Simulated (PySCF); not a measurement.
CH3Cl2Si, SMILES C[Si](Cl)Cl, multiplicity 2. Atoms are numbered in the order given.

```xyz
7

C      0.2539     2.0283     0.0000
Si    -0.5143     0.3214     0.0000
Cl     0.1304    -0.6991     1.6867
Cl     0.1304    -0.6991    -1.6867
H      1.3514     1.9298     0.0000
H     -0.0548     2.5855     0.8967
H     -0.0548     2.5855    -0.8967
```
Charge 0, spin multiplicity 2.

Coordinates come from a PBE0-D3(BJ)/def2-SVP optimisation. The isomer is the one that the SMILES or the coordinates give; other isomers of the formula were not compared.

All values below come from PySCF with PBE0/def2-TZVPD.

The molecule is in vacuum.

Task: Estimate the frontier levels, dipole moment and polarisability. (An estimate is asked for; the answer gives what the named calculation found.)

Result: 
α spin, highest occupied and lowest empty level: -6.53 and -0.03 eV
β spin, highest occupied and lowest empty level: -9.22 and -2.88 eV
dipole moment: 2.10 D
quadrupole, principal values (traceless, Buckingham form, about the centre of nuclear charge): -3.51, 0.18, 3.33 D·Å
mean static polarisability: 70.3 bohr³ (10.42 Å³)
polarisability, principal values: 58.4, 73.8, 78.7 bohr³
⟨S²⟩: 0.752 (pure state 0.75)
